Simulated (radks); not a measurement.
All-electron atom: a nucleus of charge 77.2 with 77 electrons in [Xe] 4f14 5d7 6s2. All-electron calculation, Dirac Kohn-Sham, PBE, spin-unpolarised, spherical densities, finite nucleus; open shells fill j = l - 1/2 first; Fermi nuclear charge, rms radius 5.4032 fm. Program: a radial shooting solver on a logarithmic mesh with Libxc functionals. Some entries of the table are withheld. Estimate them.

| orbital | occ. | eigenvalue (hartree) | r(max) (bohr) | <r^2> (bohr^2) |
|---|---|---|---|---|
| 1s1/2 | 2 | -2809.106 | 0.01078 | 0.0004170 |
| 2s1/2 | 2 | -491.5543 | (1) | 0.006318 |
| 2p1/2 | 2 | -471.0552 | 0.04602 | 0.004484 |
| 2p3/2 | 4 | -410.5166 | 0.05320 | 0.005676 |
| 3s1/2 | 2 | -115.1283 | 0.1753 | 0.04110 |
| 3p1/2 | 2 | -105.9107 | 0.1638 | 0.03755 |
| 3p3/2 | 4 | -92.64480 | 0.1784 | 0.04403 |
| 3d3/2 | 4 | -77.21506 | 0.1393 | 0.03389 |
| 3d5/2 | 6 | -74.34955 | 0.1433 | 0.03566 |
| 4s1/2 | 2 | -24.66352 | 0.3963 | 0.2008 |
| 4p1/2 | 2 | -20.76417 | 0.3950 | 0.2056 |
| 4p3/2 | 4 | -17.62253 | 0.4253 | 0.2393 |
| 4d3/2 | 4 | -11.22084 | (2) | (3) |
| 4d5/2 | 6 | -10.63741 | (4) | (5) |
| 5s1/2 | 2 | -3.70684 | (6) | 1.064 |
| 4f5/2 | 6 | -2.48973 | 0.3907 | 0.3405 |
| 5p1/2 | 2 | -2.47774 | 0.9420 | 1.267 |
| 4f7/2 | 8 | -2.37271 | 0.3954 | 0.3506 |
| 5p3/2 | 4 | -1.96827 | 1.023 | 1.517 |
| 5d3/2 | 4 | -0.36445 | 1.266 | 3.235 |
| 5d5/2 | 3 | -0.31755 | 1.307 | 3.550 |
| 6s1/2 | 2 | -0.28995 | 2.365 | 9.141 |

Answer. 
(1) 2s1/2 r(max) (bohr): 0.06229
(2) 4d3/2 r(max) (bohr): 0.4195
(3) 4d3/2 <r^2> (bohr^2): 0.2556
(4) 4d5/2 r(max) (bohr): 0.4289
(5) 4d5/2 <r^2> (bohr^2): 0.2678
(6) 5s1/2 r(max) (bohr): 0.8874
